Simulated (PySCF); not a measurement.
Assignment exercise: C₈H₁₁FO₃

Molfile (atoms numbered from 1):
```
C8H11FO3
     RDKit          3D

 23 24  0  0  0  0  0  0  0  0999 V2000
    1.3945    1.7356    0.2035 C   0  0  0  0  0  0  0  0  0  0  0  0
    0.6768    0.3999    0.1811 C   0  0  1  0  0  0  0  0  0  0  0  0
    1.6150   -0.6679   -0.0515 O   0  0  0  0  0  0  0  0  0  0  0  0
    2.1832   -0.7822   -1.2471 C   0  0  0  0  0  0  0  0  0  0  0  0
    1.9596   -0.1062   -2.2109 O   0  0  0  0  0  0  0  0  0  0  0  0
   -0.0577    0.0920    1.5017 C   0  0  0  0  0  0  0  0  0  0  0  0
   -1.5137    0.0686    1.0320 C   0  0  2  0  0  0  0  0  0  0  0  0
   -2.3986    0.4103    1.9838 F   0  0  0  0  0  0  0  0  0  0  0  0
   -1.8464   -1.2307    0.2985 C   0  0  0  0  0  0  0  0  0  0  0  0
   -1.0888   -1.0046   -1.0236 C   0  0  0  0  0  0  0  0  0  0  0  0
   -0.5287    0.4132   -0.8067 C   0  0  1  0  0  0  0  0  0  0  0  0
   -1.5205    1.0294   -0.0015 O   0  0  0  0  0  0  0  0  0  0  0  0
    2.1365    1.7584    1.0156 H   0  0  0  0  0  0  0  0  0  0  0  0
    0.6549    2.5283    0.3814 H   0  0  0  0  0  0  0  0  0  0  0  0
    1.8957    1.9286   -0.7546 H   0  0  0  0  0  0  0  0  0  0  0  0
    2.9073   -1.6239   -1.2219 H   0  0  0  0  0  0  0  0  0  0  0  0
    0.2817   -0.8548    1.9398 H   0  0  0  0  0  0  0  0  0  0  0  0
    0.0679    0.8962    2.2392 H   0  0  0  0  0  0  0  0  0  0  0  0
   -2.9349   -1.2778    0.1555 H   0  0  0  0  0  0  0  0  0  0  0  0
   -1.5257   -2.1215    0.8548 H   0  0  0  0  0  0  0  0  0  0  0  0
   -1.7667   -1.0029   -1.8871 H   0  0  0  0  0  0  0  0  0  0  0  0
   -0.3095   -1.7525   -1.2145 H   0  0  0  0  0  0  0  0  0  0  0  0
   -0.3518    0.9966   -1.7150 H   0  0  0  0  0  0  0  0  0  0  0  0
  1  2  1  0
  2  3  1  6
  3  4  1  0
  4  5  2  0
  2  6  1  0
  6  7  1  0
  7  8  1  1
  7  9  1  0
  9 10  1  0
 10 11  1  0
 11 12  1  0
 11  2  1  0
 12  7  1  0
  1 13  1  0
  1 14  1  0
  1 15  1  0
  4 16  1  0
  6 17  1  0
  6 18  1  0
  9 19  1  0
  9 20  1  0
 10 21  1  0
 10 22  1  0
 11 23  1  6
M  END
```

- KT3/pcSseg-1 with gauge-including orbitals
- coordinates at the PBE0-D3(BJ)/def2-SVP level
- spin–spin couplings from B3LYP/pcJ-1 (spin–dipole term only in couplings to heteroatoms)
- program: PySCF 2.14.0 with density-fitted response routines
- fast rotation and ring inversion assumed for equivalent nuclei, a single conformation, relativity neglected, no solvent model

δ = σ(ref) − σ, references computed at the same level: ¹³C (182.31 ppm), ¹H (31.32 ppm) against TMS.

Question: Assign these signals to the numbered atoms. ¹³C{¹H} NMR (computed): δ 151.0, 118.8 (d, J = 295.7 Hz), 85.0 (d, J = 4.8 Hz), 78.0 (d, J = 3.0 Hz), 48.1 (d, J = 21.7 Hz), 33.2 (d, J = 20.5 Hz), 26.3 (d, J = 4.3 Hz), 24.3.

Answer: 
| δ (ppm) | atoms | environment | reason |
| --- | --- | --- | --- |
| 151.0 | C4 | ester carbonyl carbon | lone-pair donation from the attached heteroatom keeps it upfield of a ketone carbonyl |
| 118.8 | C7 | fully substituted sp3 carbon bonded to F and O | 2 electronegative neighbours deshield it |
| 85.0 | C2 | fully substituted sp3 carbon bonded to O | the inductive effect lowers its shielding |
| 78.0 | C11 | sp3 CH bonded to O | the inductive effect lowers its shielding |
| 48.1 | C6 | sp3 CH2 in a ring | aliphatic region, no heteroatom directly attached |
| 33.2 | C9 | sp3 CH2 in a ring | – |
| 26.3 | C10 | sp3 CH2 in a ring | – |
| 24.3 | C1 | methyl carbon | aliphatic region, no heteroatom directly attached |

C10 and C1 lie closer than the usual error of such a calculation, so a measured spectrum could show them in the other order.

Question: Assign these signals to the numbered atoms. ¹H NMR (500 MHz, computed): δ 7.69 (s, 1H), 4.56 (m, 1H), 1.86 (m, 1H), 1.84 (m, 1H), 1.77 (m, 1H), 1.67 (m, 1H), 1.66 (m, 1H), 1.60 (m, 1H), 1.59 (s, 3H).

Answer: 
| δ (ppm) | atoms | environment | reason |
| --- | --- | --- | --- |
| 7.69 | H16 | hydrogen on an ester carbonyl carbon | – |
| 4.56 | H23 | hydrogen on an sp3 CH bonded to O | its carbon carries O, hence the downfield position |
| 1.86 | H21 | hydrogen on an sp3 CH2 in a ring | – |
| 1.84 | H17 | hydrogen on an sp3 CH2 in a ring | – |
| 1.77 | H22 | hydrogen on an sp3 CH2 in a ring | – |
| 1.67 | H18 | hydrogen on an sp3 CH2 in a ring | – |
| 1.66 | H19 | hydrogen on an sp3 CH2 in a ring | – |
| 1.60 | H20 | hydrogen on an sp3 CH2 in a ring | – |
| 1.59 | H13/H14/H15 | hydrogen on a methyl carbon | – |

H21 and H17; H17 and H22; H22 and H18; H18 and H19; H19 and H20; H20 and H13/H14/H15 lie closer than the usual error of such a calculation, so a measured spectrum could show them in the other order.

C–F couplings over four or more bonds (about 3 Hz to the para carbon of a fluoroarene) are left out. Common functionals overestimate the size of one-bond C–F couplings by tens of Hz; these are unscaled. Multiplet labels drop couplings under 1 Hz and merge nearly equal ones. Unscaled 3J(H,H) at this level run about 10 % above measured values. Shifts are as computed, not scaled to solution data. Of 1328 compounds with measured shifts, 309 miss one by over three times the rms of a fit or turn the order of signals round; such compounds aren't used in these exercises. Signals without a measured value on file couldn't be tested in this way.
